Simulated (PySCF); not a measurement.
Geometry:
```
atom   x (Å)   y (Å)   z (Å)
 Ge1  -0.003  -0.001  -1.155
  N2  -0.012   0.016   0.668
  C3   0.001   0.005   1.859
  S4   0.017  -0.007   3.439
  H5   1.466  -0.002  -1.597
  H6  -0.736   1.264  -1.618
  H7  -0.732  -1.276  -1.595
```

Geometry: PBE0-D3(BJ)/def2-SVP; GIAO absolute shieldings from PySCF, gas phase, non-relativistic, averaged over equivalent atoms.

At B3LYP/pcSseg-1 (pcSseg-2 on Ge) (136 basis functions, 7.8 s wall time on 1 thread of an Arm Neoverse V2, shared host):
```tsv
atoms	σ (ppm)
Ge1	1482.2
N2	158.7
C3	27.9
S4	715.2
H5/H6/H7	26.36
```

What do these become at PBE/pcSseg-1 (pcSseg-2 on Ge)?

Results:


```tsv
atoms	σ at PBE/pcSseg-1 (pcSseg-2 on Ge)	change
Ge1	1460.1	-22.1
N2	161.2	+2.5
C3	37.7	+9.8
S4	709.8	-5.4
H5/H6/H7	25.98	-0.38
```

The largest change is at Ge1 (germanium bonded to N, 3 H). Cost: 136 basis functions, 11 s wall time on 1 thread of an Arm Neoverse V2, shared host.

Relativistic effects, spin–orbit coupling among them, are left out; they matter for Ge and for the light atoms bonded to it.
